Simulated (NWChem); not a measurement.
# C$_{2}$H$_{5}$ClOSi; SMILES C[Si@H](Cl)C=O

```xyz
10

C      2.0204    -0.0083    -0.2621
Si     0.2621    -0.0859     0.3432
Cl    -0.6887    -1.8276    -0.2718
C     -0.7093     1.4163    -0.3801
O     -0.1850     2.5035    -0.3676
H      2.0702    -0.2063    -1.3431
H      2.4064     1.0068    -0.0764
H      2.6607    -0.7348     0.2591
H      0.1709    -0.0129     1.8301
H     -1.7471     1.2854    -0.7961
```
Atoms are numbered in this order, from 1.

Program: NWChem. Geometry: optimised at PBE0/def2-SVP. Level: M05-2X/def2-SVP with SMD (1 M gas to 1 M solution), gas-phase geometry. Reactions with the solvent are ignored.

```csv
solvent,dielectric constant,solvation free energy (kcal/mol),cavity-dispersion-structure term (kcal/mol),dipole in solution (D)
water,78.4,-0.9,4.9,1.39
chloroform,4.71,-3.7,-0.2,1.19
methanol,32.6,-3.7,2.0,1.38
"N,N-dimethylformamide",37.2,-4.2,-0.4,1.17
```
